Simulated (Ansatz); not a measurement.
Species: ZnI (charge +1, singlet). 
Structure (B3LYP-D3(BJ)/def2-TZVP (Ansatz, a program for electronic structure) minimum search):
```
Zn
I 1 2.4056
```
Charge +1, spin multiplicity 1.

Parts of the frozen-core correlation energy in STO-3G (Ansatz, hartree). Frozen orbitals: 32; correlated occupied orbitals by spin: 9 and 9; virtual: 4 and 4. Spin-orbit coupling is left out. In def2 rows, elements after Kr have scalar-relativistic effective core potentials. STO-3G rows are all-electron and non-relativistic. The restricted reference is unstable. The program attaches cautions to this run: other roots.

| term | value |
|---|---|
| reference (HF) | -8607.85126 |
| MP2 opposite-spin | ? |
| MP2 same-spin | -0.00845 |
| CCSD correlation | ? |
| (T) | ? |
| T1 diagnostic | 0.025 |
| largest doubles amplitude | 0.515 |

Complete the blanks.


- MP2 opposite-spin, value: -0.04758
- CCSD correlation, value: -0.12356
- (T), value: -0.00690
